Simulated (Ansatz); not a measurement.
```yaml
crystal:
  periodic: [false, false, false]
  atoms:
    - {symbol: S, position_ang: [-0.755611, 2.043501, -1.141934]}
    - {symbol: B, position_ang: [-0.297916, 0.516978, -0.345906]}
    - {symbol: N, position_ang: [0.762486, -0.059163, 0.337426]}
    - {symbol: Si, position_ang: [-0.481143, -1.289246, 0.283212]}
    - {symbol: H, position_ang: [0.389377, 2.714690, -0.911219]}
    - {symbol: H, position_ang: [1.689832, 0.199223, 0.636099]}
    - {symbol: H, position_ang: [-1.060512, -1.679801, 1.593472]}
    - {symbol: H, position_ang: [-0.455611, 2.093501, -1.141934]}
basis:
  gaussian: {orbitals: def2-TZVPP}
hamiltonian: {xc: {name: wB97X}}
```

```sh
$ ansatz run in.yaml --threads 2 --pin off --events-out ev --progress --plain --max-ram 4352MiB
```

Output, abridged:

```
Functional definition: wB97X
1142 factors; their error is unknown
255 factors; integrals over basis functions are off by at most 8.7e-6 eV
mean field evaluation 1: about -20740.6707 eV, gradient 6.1e1 eV
mean field evaluation 2: about -20737.0668 eV, gradient 7.1e1 eV
mean field evaluation 4: about -20747.9579 eV, gradient 2.7e0 eV
mean field evaluation 8: about -20747.9955 eV, gradient 2.2e-1 eV
mean field evaluation 16: about -20748.0061 eV, gradient 2.0e-3 eV
mean field -20748.00607440 eV, -762.4751597305 hartree, gradient 1.1e-5 eV, S^2 0.000000; 0 other end points of the search recorded, 0 dependent functions left out
reference -20748.00604150 eV, -762.4751585216 hartree; 23, 23 occupied and 179, 179 virtual orbitals, 1142 factors
Total energy: -20748.00604150 eV, -762.4751585216 hartree
```

In this input one atom was put on top of another. The run converged. The result belongs to that input, not to the molecule as meant.
